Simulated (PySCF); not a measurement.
Homolysis of single bonds, series SiH2(OH)-X. Gas-phase values, no solvent. One relaxed conformer stands for each flexible species; it need not be the lowest. Strings in code marks are SMILES.

Calculation: PySCF with B3LYP-D3(BJ)/def2-TZVP // PBE0-D4/def2-TZVP. B3LYP has the VWN-RPA correlation part, as in Gaussian. 

```csv
species,highest occupied spin orbital (eV)
radical fragment (`O[SiH2]`),-5.89
whole molecule (`O[SiH2]Br` (H–O–Si–Br torsion 59°)),–
"whole molecule (`CC(=O)[SiH2]O` (O–C–Si–O torsion 0°, C–Si–O–H torsion 0°))",–
radical fragment (`[SiH2][SiH3]`),-5.93
```
